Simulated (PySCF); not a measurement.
Compound: C2H8GeSSi.
SMILES with atom numbers: `[CH2:1]=[C:2]([GeH3:3])[S:4][SiH3:5]` (hydrogens: H6, H7 on C1; H8, H9, H10 on Ge3; H11, H12, H13 on Si5)

Level of theory: PBE0-D3(BJ)/def2-SVP geometry optimisation, gas phase in PySCF.

List the bond lengths, angles and torsions at this level.

```json
{"bond": "C1=C2", "length (pm)": "134.1", "order": "double"}
{"bond": "C2–Ge3", "length (pm)": "195.7", "order": "single"}
{"bond": "C2–S4", "length (pm)": "177.0", "order": "single"}
{"bond": "S4–Si5", "length (pm)": "215.2", "order": "single"}
{"bond": "C1–H6", "length (pm)": "109.4", "order": "single"}
{"bond": "C1–H7", "length (pm)": "109.6", "order": "single"}
{"bond": "Ge3–H8, Ge3–H9, Ge3–H10", "length (pm)": "153.8", "order": "single"}
{"bond": "Si5–H11, Si5–H12, Si5–H13", "length (pm)": "149.2", "order": "single"}
```

Bonds in one row agree within 1 pm and their mean is given. Orders are formal, as drawn. A selection of angles:
```json
{"angle": "C2–C1–H6", "degrees": "120.4"}
{"angle": "C2–C1–H7", "degrees": "123.6"}
{"angle": "H6–C1–H7", "degrees": "116.0"}
{"angle": "C1–C2–Ge3", "degrees": "120.7"}
{"angle": "C1–C2–S4", "degrees": "126.7"}
{"angle": "Ge3–C2–S4", "degrees": "112.6"}
{"angle": "C2–Ge3–H8", "degrees": "109.7"}
{"angle": "C2–Ge3–H10", "degrees": "107.7"}
{"angle": "H8–Ge3–H9", "degrees": "109.1"}
{"angle": "C2–S4–Si5", "degrees": "104.4"}
{"angle": "S4–Si5–H11", "degrees": "111.9"}
{"angle": "S4–Si5–H13", "degrees": "103.7"}
{"angle": "H11–Si5–H12", "degrees": "109.0"}
{"angle": "H12–Si5–H13", "degrees": "110.8"}
```

Dihedral angles: C1–C2–S4–Si5 -5° (synperiplanar). The mirror-image conformer, all signs reversed, is as good.

Ge3 (germanium bonded to C and 3 H) is tetrahedral (angles from 107.7° to 110.5°). Of the pairs four or more bonds apart, Si5···H7 is among the closest relative to their van der Waals radii: 2.74 Å, 83 % of the sum of Bondi's values. Si5 (SiH3 silicon) is distorted tetrahedral (angles from 103.7° to 111.9°).

Point group: near Cs, missed by 0.19 Å at most; the miss may be what the optimiser left on a soft mode. PBE0-D3(BJ)/def2-SVP frequencies: not computed here. One conformer, not necessarily the lowest.
